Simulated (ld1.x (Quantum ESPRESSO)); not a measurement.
## Ranking PAW potentials for cadmium

All share these settings but for the change named:

- Element: cadmium (Cd)
- Generator: ld1.x (Quantum ESPRESSO) 7.5
- Type: PAW
- Functional: revPBE
- Relativity: scalar-relativistic
- Frozen core: [Ar] 3d10
- Valence charge: 20
- Reference configuration: 4s2 4p6 4d10 5s1.75 5p0 (charge +0.25)
- Partial waves: 4s (bound): rcut 1.40, rcutus 1.60 bohr; 5s (bound): rcut 1.40, rcutus 1.60 bohr; 4p (bound): rcut 1.30, rcutus 1.70 bohr; 5p (bound, empty): rcut 1.30, rcutus 1.70 bohr; 4d (bound): rcut 1.20, rcutus 1.35 bohr; 4d channel at 0.65 Ry: rcut 1.20, rcutus 1.35 bohr
- Local potential: all-electron potential smoothed inside 1.30 bohr (lloc = -2)
- Core correction: a·sin(br)/r model core inside 0.60 bohr
- Augmentation charge: GAUSS, radius 0.85 bohr

Test errors are all-electron minus pseudo excitation energies from the reference, over 4s2 4p6 4d10 5s2 5p0; 4s2 4p6 4d10 5s1 5p0; 4s2 4p6 4d10 5s0 5p0; 4s2 4p6 4d10 5s1.5 5p0; 4s2 4p6 4d8 5s0 5p0; 4s2 4p6 4d9 5s0 5p0; 4s2 4p6 4d10 5s0 5p2. None of these files shows a bound ghost.

The base gives 20.2 meV.

Of 7 variants that were run, those that failed, showed a ghost or another fault, or gave nearly equal values are left out.

A variant can come out equal or close to the base, since the largest error may sit in a test that the change hardly touches while other tests move.

Question: Rank these variants by their largest absolute test error, smallest first.
A. wave 4d channel at 0.65 Ry: rcut 1.20, rcutus 1.35 bohr becomes 4d channel at -0.86 Ry: rcut 1.20, rcutus 1.35 bohr
B. wave 4d channel at 0.65 Ry: rcut 1.20, rcutus 1.35 bohr becomes 4d channel at 0.92 Ry: rcut 1.20, rcutus 1.35 bohr
C. wave 4d channel at 0.65 Ry: rcut 1.20, rcutus 1.35 bohr becomes 4d channel at -0.78 Ry: rcut 1.20, rcutus 1.35 bohr
D. wave 4d channel at 0.65 Ry: rcut 1.20, rcutus 1.35 bohr becomes 4d channel at 3.88 Ry: rcut 1.20, rcutus 1.35 bohr

Answer: A (7.9 meV), C (12.4 meV), D (17.4 meV), B (20.2 meV).
